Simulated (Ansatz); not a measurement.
Gas-phase electronic energies from Ansatz, PBE0-D4/def2-TZVP geometries. CCSD(T)/CBS is the MP2 limit (def2-TZVPP, def2-QZVPP) plus CCSD(T) − MP2 in def2-TZVPP, frozen cores. This one scheme is used for every species. Functionals use def2-TZVPP. Each species was taken in one conformer, which may not be the lowest.

Consider the ligand exchange at the Si–F bond: `F[Si](F)(F)F` + H₂S → `F[Si](F)(F)S` + H–F.

```csv
level,ΔE (kJ/mol)
BLYP-D4,85.5
PBE0-D4,79.3
BHLYP-D4,97.1
CAM-B3LYP,100.8
MP2/def2-SVP,91.7
CCSD(T)/def2-SVP,93.1
HF/def2-TZVPP,116.9
CCSD/def2-TZVPP,99.4
```

Problem. What does CCSD(T)/CBS give? (An estimate is asked.)

Solution. Computed: +90.4 kJ/mol. The listed levels differ from it by -4.9, -11.1, 6.7, 10.4, 1.3, 2.7, 26.5, 9.0 kJ/mol.

Largest T1 diagnostic among the species: 0.012.

From PBE to PBE0 (25 % exact exchange), in def2-TZVPP and without D4, ΔE moves by +4.6 kJ/mol. Leaving LDA and LC-ωPBE aside and taking each functional with its dispersion term where it has one, the values, not all of them listed here, spread over 27.1 kJ/mol, from revPBE-D4 to BHLYP-D4.
